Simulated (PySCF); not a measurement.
CH5AlO2S, SMILES [O](C)[Al]([SH])[OH]. Atoms are numbered in the order given.

```xyz
10

Al    -0.4771     0.1471     0.0000
O     -2.0176     0.8560     0.0000
H     -2.8475     0.3719     0.0000
O     -0.2865    -1.5306     0.0000
C      0.7178    -2.5007     0.0000
H      0.6304    -3.1486     0.8909
H      0.6304    -3.1486    -0.8909
H      1.7360    -2.0663     0.0000
S      1.2346     1.4939     0.0000
H      0.4259     2.5786     0.0000
```
Charge 0, spin multiplicity 1.

Coordinates come from a r2SCAN-D4/def2-SVP optimisation. The structure was generated by enumeration; whether it is a known compound was not checked. Other conformers were not sampled.

These are TDA-CAM-B3LYP/def2-SVPD in PySCF values and carry that method's errors.

Vertical excitations. Gas-phase values at a fixed geometry. State labels are in the subgroup Cs.

List the lowest excited states. (Estimate from the structure and the level; the computed values follow.)


| state | symmetry | energy (eV) | λ (nm) | f | main pairs |
|---|---|---|---|---|---|
| S1 | A" | 5.86 | 212 | 0.049 | HOMO→LUMO 89 % |
| S2 | A" | 6.46 | 192 | 0.001 | HOMO→LUMO+1 56 %, HOMO→LUMO+4 28 % |
| S3 | A" | 6.70 | 185 | 0.006 | HOMO−2→LUMO 86 % |
| S4 | A' | 6.75 | 184 | 0.030 | HOMO−1→LUMO 83 % |
| S5 | A' | 7.21 | 172 | 0.069 | HOMO→LUMO+2 67 %, HOMO−3→LUMO 12 % |
| S6 | A" | 7.66 | 162 | 0.018 | HOMO−1→LUMO+2 73 %, HOMO−4→LUMO 16 % |
| S7 | A" | 7.69 | 161 | 0.074 | HOMO−4→LUMO 50 %, HOMO−1→LUMO+2 21 %, HOMO−2→LUMO+1 8 % |
| S8 | A' | 7.73 | 160 | 0.089 | HOMO−3→LUMO 53 %, HOMO−1→LUMO+1 22 % |
| S9 | A" | 7.85 | 158 | 0.020 | HOMO→LUMO+3 36 %, HOMO→LUMO+4 21 %, HOMO→LUMO+1 19 %, HOMO→LUMO+6 5 % |
| S10 | A' | 7.91 | 157 | 0.022 | HOMO−5→LUMO 45 %, HOMO−2→LUMO+2 28 %, HOMO−1→LUMO+1 10 % |
| T1 | A" | 5.54 | 224 | 0 | HOMO→LUMO 82 % |
| T2 | A" | 5.97 | 208 | 0 | HOMO→LUMO+1 46 %, HOMO→LUMO+4 33 % |
| T3 | A' | 6.35 | 195 | 0 | HOMO→LUMO+2 69 %, HOMO−1→LUMO 18 % |
| T4 | A" | 6.41 | 193 | 0 | HOMO−2→LUMO 82 % |
Triplets are in the Tamm–Dancoff approximation.
